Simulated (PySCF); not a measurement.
Yb(SH)3: from a saddle point downhill

PySCF 2.14.0, RKS B3LYP, Yb lcecp-1-SVP with ECP59, S def2-SVP, H def2-SVP; non-relativistic Hamiltonian with scalar-relativistic core potentials where named; density fitting; no spin-orbit coupling. Relaxed within the symmetry of its start, the geometry (C3v) is

```xyz
7

Yb    0.0000    0.0000   -0.2514
S     2.4719    0.0000    0.4012
H     2.2257    0.0000    1.7340
S    -1.2359    2.1407    0.4012
H    -1.1128    1.9275    1.7340
S    -1.2359   -2.1407    0.4012
H    -1.1129   -1.9275    1.7340
```

and its lowest harmonic modes are -283, -225, -225, 57, 88, 88 cm⁻¹ (negative: unstable). It was moved along the lowest mode and relaxed again, within the group C3 that the move left.

Task: Where does it end, and how much lower?

Result: In C3h, 0.472 eV lower, after 25 steps:
```xyz
7

Yb    0.0000    0.0000    0.8594
S     2.5103   -0.4412    0.8778
H     2.8358    0.8769    0.8872
S    -0.8730    2.3946    0.8778
H    -2.1773    2.0174    0.8872
S    -1.6372   -1.9533    0.8778
H    -0.6585   -2.8943    0.8872
```

Task: How do the contacts change?

Result: 
```csv
contact,saddle (Å),end (Å)
Yb1–S2 (SH),2.557,2.549
Yb1–S4 (SH),2.557,2.549
Yb1–S6 (SH),2.557,2.549
```


Task: Is the end a minimum?

Result: Yes; lowest modes 32, 62, 62, 151, 190, 190 cm⁻¹.

An lcecp potential fixes the number of 4f electrons, so in runs with it no electron can move into or out of that shell.

State: singlet in the valence, with the 4f electrons in the core potential.
